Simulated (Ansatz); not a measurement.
Consider the formal exchange of groups at a B–Sn bond: `N[BH][SnH3]` + `N=COCF` → `N=COBN` + `F[CH2][SnH3]`.

Calculated with Ansatz (gas phase, PBE0-D4/def2-TZVP geometries, no zero-point term in ΔE). CCSD(T)/CBS is the MP2 limit (def2-TZVPP, def2-QZVPP) plus CCSD(T) − MP2 in def2-TZVPP, frozen cores. DFT in def2-TZVPP. def2 core potentials past Kr. For Sn outer-core shells are correlated without core-valence functions, which leaves a few kJ/mol of doubt a bond. Each species was taken in one conformer, which may not be the lowest.

(1) Is it downhill or uphill in electronic energy at CCSD(T)/CBS, and by how much? (Estimate.)

(2) What do these levels give: PBE0, CAM-B3LYP, MP2/def2-SVP, HF/def2-TZVPP, HF/CBS(def2), CCSD/CBS(def2)? (Estimate.)

Largest T1 diagnostic among the species: 0.014.

Answers

(1) Ansatz gave: Downhill: ΔE = -143.7 kJ/mol.

(2) The calculation gave: PBE0 -135.9, CAM-B3LYP -147.2, MP2/def2-SVP -145.4, HF/def2-TZVPP -145.1, HF/CBS(def2) -146.5, CCSD/CBS(def2) -144.7 kJ/mol.

Leaving LDA and LC-ωPBE aside and taking each functional with its dispersion term where it has one, the values, not all of them listed here, spread over 13.8 kJ/mol, from BHLYP-D4 to PBE-D4. At CCSD(T), def2-SVP lies +5.9 kJ/mol from the extrapolated value and def2-TZVPP +4.5 kJ/mol. From BLYP to BHLYP (50 % exact exchange), in def2-TZVPP and without D4, ΔE moves by −4.4 kJ/mol.
